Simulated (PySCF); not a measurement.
# C₆ coefficients of unlike pairs at UHF

Calculated with PySCF 2.14 from the dipole response of each species, C₆(A,B) = (3/π) ∫ α_A(iu) α_B(iu) du, in atomic units, from isotropic polarisabilities. For ions this is the dispersion term alone; charge-induced terms of lower order in 1/R come first.

```tsv
species	configuration	basis	relativity	α (bohr³)	C₆ (like pair)
Xe²⁺	[Kr] 4d10 5s2 5p4 (3P)	aug-cc-pVQZ-PP with ECP28MDF (7s7p5d3f2g)	core potential	12.80	90.01
N²⁺	[He] 2s2 2p1 (2P)	dyall-av3z (15s9p3d2f)	none	2.714	3.841
Ti³⁺	[Ar] 3d1 (2D)	aug-cc-pVDZ (7s6p4d2f)	none	1.995	4.810
F⁺	[He] 2s2 2p4 (3P)	aug-cc-pwCVQZ (9s8p6d4f2g)	none	1.725	3.143
```

(1) Estimate C₆ for Ti³⁺ with Xe²⁺.

No spin-orbit coupling is included.

The other pairs:

```tsv
pair	C₆
F⁺, N²⁺	3.325
F⁺, Xe²⁺	16.01
F⁺, Ti³⁺	3.883
N²⁺, Xe²⁺	18.58
Ti³⁺, N²⁺	4.056
```

Results:

(1) The integral gives 19.51. The combination rule 2 C_A C_B / (C_A α_B/α_A + C_B α_A/α_B) gives 19.29 and the geometric mean 20.81.
